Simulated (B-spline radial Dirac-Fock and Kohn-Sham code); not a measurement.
## Core-hole lifetimes of Zn⁶⁺

System: zinc as Zn⁶⁺ in the configuration [Ar] 3d6.

Calculated with a radial finite-basis atomic code, using independent-particle radiative and Coulomb Auger rates from relativistic LDA hole-state orbitals, with Dirac-Fock energies.

Partial widths are in eV. Coster-Kronig decay leaves a hole in the same principal shell; its rates are the weakest part of the model, often 1.5 to 2.5 times too large and more for N holes. Holes without an open Auger channel, or with an unreliable SCF state, are not listed.

```
 hole  radiative  Auger  Coster-Kronig  total  fluorescence yield  lifetime (fs)
   1s      0.779  0.842              0   1.62               0.481          0.406
   2s    0.00681  0.430           2.34   2.78             0.00245          0.237
2p1/2    0.00639  0.599              0  0.606              0.0105           1.09
2p3/2    0.00631  0.618              0  0.624              0.0101           1.05
```
